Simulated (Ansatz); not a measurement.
`CC(N)([SiH3])S`. The species carries charge 0 and has multiplicity 1. The geometry is a stationary point of PBE0-D4/def2-TZVP. It is one conformer, not always the lowest.

```xyz
14

C    -0.100    1.121    1.106
C    -0.274    0.088    0.002
N    -1.147   -0.956    0.461
Si    1.398   -0.653   -0.501
S    -0.898    1.052   -1.466
H     0.580    1.920    0.806
H    -1.064    1.575    1.359
H     0.291    0.636    2.002
H    -2.049   -0.582    0.738
H    -1.312   -1.655   -0.252
H     2.311    0.422   -0.960
H     1.159   -1.620   -1.609
H     2.015   -1.375    0.645
H    -0.911    0.025   -2.331
```

What is the dipole moment at r2SCAN/def2-TZVPP? (Best estimate.)

Ansatz gave: 1.03 D, with components (-0.65, -0.70, 0.38) D in this frame, pointing from negative to positive charge.

And with PBE, B3LYP, ωB97M-V? (An estimate is asked.)

Computed: PBE 1.01 D, B3LYP 0.93 D, ωB97M-V 0.89 D.

Give the Mulliken charges with r2SCAN, PBE, B3LYP in def2-TZVPP. (An estimate is asked.)

The calculation gave: 
```
atom  r2SCAN    PBE  B3LYP
  C1   -0.19  -0.29  -0.31
  C2    0.17   0.15   0.16
  N3   -0.35  -0.31  -0.33
 Si4    0.26   0.17   0.25
  S5   -0.23  -0.23  -0.22
  H6    0.07   0.11   0.11
  H7    0.05   0.08   0.09
  H8    0.07   0.11   0.11
  H9    0.13   0.13   0.12
 H10    0.14   0.14   0.13
 H11   -0.06  -0.04  -0.05
 H12   -0.08  -0.06  -0.08
 H13   -0.07  -0.06  -0.07
 H14    0.09   0.10   0.09
```

B3LYP here is the variant with VWN-RPA as its local correlation; programs differ in this.
